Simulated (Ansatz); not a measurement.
`[Cl][GaH][GeH3]` + HBr → `[Cl][GaH][Br]` + GeH₄ at 298.15 K and 1 bar (cleavage of the Ga–Ge bond).

Gas-phase electronic energies from Ansatz, PBE0-D4/def2-TZVP geometries. CCSD(T)/CBS is the MP2 limit (def2-TZVPP, def2-QZVPP) plus CCSD(T) − MP2 in def2-TZVPP, frozen cores. For Br, Ga, Ge outer-core shells are correlated without core-valence functions, which leaves a few kJ/mol of doubt a bond. Scalar relativity is left out up to krypton.

| species | CCSD(T)/CBS energy (Eh) | H − E (kJ/mol) | S (J/(mol·K)) |
| --- | --- | --- | --- |
| `[Cl][GaH][GeH3]` | -4462.28367 | 101.0 | 361.3 |
| HBr | -2573.91920 | 24.6 | 198.6 |
| `[Cl][GaH][Br]` | -4957.74201 | 38.3 | 317.5 |
| GeH₄ | -2078.49493 | 88.5 | 217.3 |

H − E and S are ideal-gas, rigid-rotor, harmonic terms from PBE0-D4/def2-TZVP. 1 Eh = 2625.50 kJ/mol, R = 8.31446 J/(mol·K).

Problem. By hand: ΔE, ΔH, ΔS and ΔG.

Solution. ΔE = (-4957.74201) + (-2078.49493) − (-4462.28367) − (-2573.91920) = -0.03407 Eh = -89.5 kJ/mol. Δ(H − E) = 38.3 + 88.5 − 101.0 − 24.6 = 1.2, so ΔH = -88.3 kJ/mol. ΔS = 317.5 + 217.3 − 361.3 − 198.6 = -25.1 J/(mol·K). ΔG = -88.3 − 298.15 × (-25.1)/1000 = -80.8 kJ/mol.

Problem. By hand: the equilibrium constant, and the temperature at which ΔG would vanish if ΔH and ΔS stayed fixed.

Solution. log₁₀ K = −ΔG/(RT ln 10) = 14.2. ΔG = 0 at ΔH/ΔS = 3518 K, far beyond where these terms or the molecules hold.

ΔH outweighs TΔS. A doubt of 5 kJ/mol in ΔE shifts log₁₀ K by 0.9 here. Modes under 60 cm⁻¹, often nearly free rotors, make the harmonic entropy too high. These are equilibria of isolated gas molecules and say nothing of rates. Largest T1 diagnostic: 0.012 (customary marks: 0.02 for closed shells, 0.045 for open ones).
